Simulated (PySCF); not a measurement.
The multiplicity is imposed and other spin states were not computed.

Z-matrix (Å, degrees):
```
Zr
Cl 1 2.4341
Cl 1 2.4345 2 137.78
Cl 1 2.4347 2 97.35 3 109.64
Cl 1 2.4351 2 97.27 4 140.64
```
Charge -1, spin multiplicity 2.

Q: What highest occupied spin orbital, spin population on the central atom (Mulliken) and charge on the central atom (Mulliken) does TPSSh-D3(BJ)/def2-TZVP // TPSS-D3(BJ)/def2-SVP (PySCF) give?

A: 
```json
{
  "highest_occupied_spin_orbital": "-0.16 eV",
  "spin population on the central atom (Mulliken)": "1.02",
  "charge on the central atom (Mulliken)": "1.04 e"
}
```
